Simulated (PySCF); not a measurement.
Identify the unknown among the candidates.

All candidates are C4H13ClSSi2.

- Dipole: 0.83 D [PBE0/pcSseg-1]
- NMR, other nuclei: isotropic shieldings of nuclei other than C and H, by class: 330 (1 Si), 422 (1 Si), 570 (1 S), 976 (1 Cl) ppm [GIAO PBE0/pcSseg-1]
- 1H NMR: chemical shifts (computed TMS as zero) by class: 5.82 (1 H), 3.79 (3 H), 3.02 (1 H), 2.56 (1 H), 1.20 (3 H), 1.18 (1 H), 1.18 (1 H), 1.09 (1 H), 0.93 (1 H) ppm [GIAO PBE0/pcSseg-1]
- Rotational structure: rotational constants A, B, C: 1.848, 0.459, 0.398 GHz [GFN2-xTB]
- 13C NMR: chemical shifts (computed TMS as zero) by class: 33.1 (1 C), 15.3 (1 C), 12.1 (1 C), 9.2 (1 C) ppm [GIAO PBE0/pcSseg-1]

Electronic properties: PySCF, gas phase, density fitting. Levels stand in brackets. Geometry: GFN2-xTB, one conformer, isolated molecule. GFN2-xTB frequencies show an imaginary mode (109i cm⁻¹), so this geometry is no minimum at that level. NMR classes are plain means over equivalent atoms (diastereotopic ones count apart unless rotation or inversion swaps them), as if these changed places fast.

Task: Which candidate is it?
A. `CC[Si@@H](Cl)SCC[SiH3]`
B. `CS[C@@](C)([SiH3])C[SiH2]Cl`
C. `CC(C)(C)[Si@H](Cl)S[SiH3]`

Result: A. It is `CC[Si@@H](Cl)SCC[SiH3]`. Numbering: `[CH3:1][CH2:2][Si@@H:3]([Cl:4])[S:5][CH2:6][CH2:7][SiH3:8]`. Its formula, C4H13ClSSi2, gives 0 degrees of unsaturation, so no ring and no π bond. 4 carbons fall into 4 classes; from least to most shielded: sp3 carbon bound to sulfur [C6] (33.1 ppm), sp3 carbon bound to silicon [C2] (15.3 ppm), sp3 carbon bound to silicon [C7] (12.1 ppm), methyl carbon [C1] (9.2 ppm). Hydrogen classes from least to most shielded: 1 H on a chlorine-bound silicon, Si3 (5.82 ppm), 3 H on an SiH3 silicon, Si8 (3.79 ppm), 1 H on an sp3 carbon bound to sulfur, C6 (3.02 ppm), 1 H on an sp3 carbon bound to sulfur, C6 (2.56 ppm), 3 H on a methyl carbon, C1 (1.20 ppm), 1 H on an sp3 carbon bound to silicon, C7 (1.18 ppm), 1 H on an sp3 carbon bound to silicon, C7 (1.18 ppm), 1 H on an sp3 carbon bound to silicon, C2 (1.09 ppm), 1 H on an sp3 carbon bound to silicon, C2 (0.93 ppm). The other shieldings belong to: 330 ppm, chlorine-bound silicon [Si3]; 422 ppm, SiH3 silicon [Si8]; 570 ppm, sulfur bonded to C and Si [S5]; 976 ppm, silicon-bound chlorine [Cl4]. The optimised geometry has point group C1 and is an asymmetric top.

The others, at the same levels:
- `CS[C@@](C)([SiH3])C[SiH2]Cl` fails: its computed 13C shifts are 34.6 (1 C), 32.3 (1 C), 28.4 (1 C), 11.6 (1 C) ppm, 1H shifts are 5.23 (1 H), 5.09 (1 H), 3.95 (3 H), 2.14 (3 H), 2.04 (1 H), 1.82 (1 H), 1.57 (3 H) ppm and rotational constant A is 1.430 GHz (against 1.848 GHz).
- `CC(C)(C)[Si@H](Cl)S[SiH3]` fails: it has 2 carbon classes against 4; its computed 13C shifts are 27.3 (1 C), 26.7 (3 C) ppm, 1H shifts are 5.54 (1 H), 4.73 (3 H), 1.11 (9 H) ppm and rotational constant A is 1.497 GHz (against 1.848 GHz).

Each candidate is one conformer, not necessarily the lowest. Dipoles, sizes and rotational constants follow the conformer. The torsions of the flexible species, by atom-mapped SMILES:
- `[CH3:1][CH2:2][Si@@H:3]([Cl:4])[S:5][CH2:6][CH2:7][SiH3:8]`: C1–C2–Si3–Cl4 65°, C2–Si3–S5–C6 -156°, Si3–S5–C6–C7 -68°, S5–C6–C7–Si8 -178°
- `[CH3:1][S:2][C@@:3]([CH3:4])([SiH3:5])[CH2:6][SiH2:7][Cl:8]`: C1–S2–C3–C4 53°, S2–C3–C6–Si7 -178°, C3–C6–Si7–Cl8 -175°
- `[CH3:1][C:2]([CH3:3])([CH3:4])[Si@H:5]([Cl:6])[S:7][SiH3:8]`: C1–C2–Si5–Cl6 -179°, C2–Si5–S7–Si8 170°
